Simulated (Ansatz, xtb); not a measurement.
Relative energy of two isomers of C4H5ClN2Si

Structure a is `[SiH3]c1cncnc1Cl`, a singlet and structure b is `[SiH3]c1ncncc1Cl`, a singlet. Both are isolated molecules in the gas phase, relaxed with PBE0-D3(BJ)/def2-SVP.

Task: Estimate E(b) − E(a) at the level CCSD(T)/def2-SVP + ΔMP2/def2-TZVPP.

Result: Calculated at CCSD(T)/def2-SVP + ΔMP2/def2-TZVPP: E(b) − E(a) = +5.9 kcal/mol, so structure a lies lower.

How the difference moves with the method:

```
                             level              geometry  E(b) − E(a) (kcal/mol)  departure from the last row (kcal/mol)  job, with rough time for the two
                          GFN2-xTB              GFN2-xTB                      +3.5                                    −2.4               optimisation, 0.9 s
                         HF/STO-3G              GFN2-xTB                      +2.7                                    −3.2               single point, 1.3 s
                r2SCAN-D4/def2-SVP              GFN2-xTB                      +6.5                                    +0.6                single point, 12 s
              PBE0-D3(BJ)/def2-SVP  PBE0-D3(BJ)/def2-SVP                      +6.5                                    +0.6                optimisation, 75 s
                       HF/def2-SVP  PBE0-D3(BJ)/def2-SVP                      +6.7                                    +0.8           part of the CCSD(T) run
                      MP2/def2-SVP  PBE0-D3(BJ)/def2-SVP                      +5.9                                     0.0           part of the CCSD(T) run
                  CCSD(T)/def2-SVP  PBE0-D3(BJ)/def2-SVP                      +5.7                                    −0.2                      single point
CCSD(T)/def2-SVP + ΔMP2/def2-TZVPP  PBE0-D3(BJ)/def2-SVP                      +5.9                                                     single point, 3.3 min
```

As drawn, both hold the same kinds of bond in the same numbers.

The levels shown agree on the order. The largest departure from CCSD(T)/def2-SVP + ΔMP2/def2-TZVPP is that of HF/STO-3G, 3.2 kcal/mol. The last row adds to CCSD(T) the change of the MP2 difference between the two basis sets, here +0.2 kcal/mol.

With thermal terms from frequencies at re-optimised GFN2-xTB minima (ideal gas, soft modes damped towards free rotors, one conformer each, 298.15 K, 1 atm): on the last row, ΔE + ΔZPE = +5.6, ΔH = +5.7, ΔG = +5.5 kcal/mol.

The correlated steps freeze 16 core orbitals. Codes used: Ansatz 0.2.0, xtb 6.7.1; the last row on 2 threads of Arm Neoverse V1 on a shared host.
